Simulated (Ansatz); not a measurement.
## Multireference treatment of MnF2, sextet

Calculated in Ansatz's Gaussian-basis code. Basis def2-SVP, nonrelativistic, 7 orbitals frozen in the corrections. State-specific CASSCF; RHF is the lowest restricted (open-shell) Hartree–Fock solution met. The basis is small, far from the limit. Solutions may break the symmetry of the shape. No proof that the lowest CASSCF solution was found.

Geometry. A bond is stretched, to 1.38 times the sum of the covalent radii.

```xyz
3

F     0.0000    0.0000    2.7000
Mn    0.0000    0.0000    0.0000
F     0.0000    0.0000   -1.8000
```

What do CASSCF and its corrections give against RHF in CAS(9,8), and what are the occupations?

CASSCF -0.780 eV, SC-NEVPT2 -16.273 eV; occupations 2.00, 1.92, 1.00, 1.00, 1.00, 1.00, 1.00, 0.08.
